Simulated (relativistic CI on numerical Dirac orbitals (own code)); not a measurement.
## Crystal-field levels of V²⁺, 3d3

Calculated by Dirac-Coulomb-Breit CI, separate exchange-only KLI orbitals for each configuration, model QED (radiative potential, 1s self-energy scaled to tabulated hydrogen-like ionisation energies), valence Slater integrals scaled by 0.65, one configuration in a parametric crystal field (own radial code).

Field parameters in Wybourne normalisation: D4h B²₀ = −7Ds, B⁴₀ = 21(Dq − Dt), B⁴₄ = 21√(5/14) Dq. The field is a parameter set, without covalency.

S is read from ⟨S²⟩ = S(S + 1).

Levels (cm⁻¹, degeneracy): 0 (2), 0 (2), 11401 (2), 11432 (2), 11946 (2), 11999 (2), 12029 (2), 13697 (2), 13701 (2), 13834 (2), 13871 (2), 13897 (2).

Task: Which field gives this pattern?
A. D4h, 10Dq = 13700, Ds = 140, Dt = -20 cm⁻¹
B. D4h, 10Dq = 13700, Ds = 3000, Dt = -20 cm⁻¹
C. D4h, 10Dq = 13700, Ds = -680, Dt = -20 cm⁻¹
D. D4h, 10Dq = 13700, Ds = -270, Dt = -20 cm⁻¹

Result: A. D4h, 10Dq = 13700, Ds = 140, Dt = -20 cm⁻¹, ground level with S = 1.50.
